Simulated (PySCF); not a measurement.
PySCF 2.14 output of an unrestricted BLYP calculation on a single atom or ion in def2-QZVPPD with the def2 core potential (28 electrons) (7s5p4d4f2g, 88 functions), with scalar relativity through the core potential:

```
SCF conv_tol = 1e-09
number electrons alpha = 10  beta = 4
    A. D. Becke.,  Phys. Rev. A 38, 3098 (1988)
    C. Lee, W. Yang, and R. G. Parr.,  Phys. Rev. B 37, 785 (1988)
    B. Miehlich, A. Savin, H. Stoll, and H. Preuss.,  Chem. Phys. Lett. 157, 200 (1989)
cycle= 1 E= -93.5151360600393  delta_E= -0.00657  |g|= 0.00843  |ddm|= 0.256
cycle= 2 E= -93.5151635082116  delta_E= -2.74e-05  |g|= 0.00387  |ddm|= 0.0257
cycle= 3 E= -93.5151678135673  delta_E= -4.31e-06  |g|= 0.000736  |ddm|= 0.00312
cycle= 4 E= -93.5151679526706  delta_E= -1.39e-07  |g|= 7.39e-05  |ddm|= 0.000683
cycle= 5 E= -93.5151679542843  delta_E= -1.61e-09  |g|= 5.61e-06  |ddm|= 8.48e-05
cycle= 6 E= -93.5151679542969  delta_E= -1.25e-11  |g|= 4.42e-07  |ddm|= 6.52e-06
converged SCF energy = -93.5151679542969  <S^2> = 12.000069  2S+1 = 7.0000198
```

The run itself started from symmetry-adapted Hartree-Fock orbitals and held the occupation by maximum overlap, on a logarithmic radial grid, so the iterations belong to that start.

Problem. Which element, charge and spin multiplicity is this?

Solution. Ru²⁺ (ruthenium, charge +2), multiplicity 7; the state was [Kr] 4d5 5p1, high-spin 7P determinant (an excited configuration).

Energies and moments cover only the electrons outside the core potential.
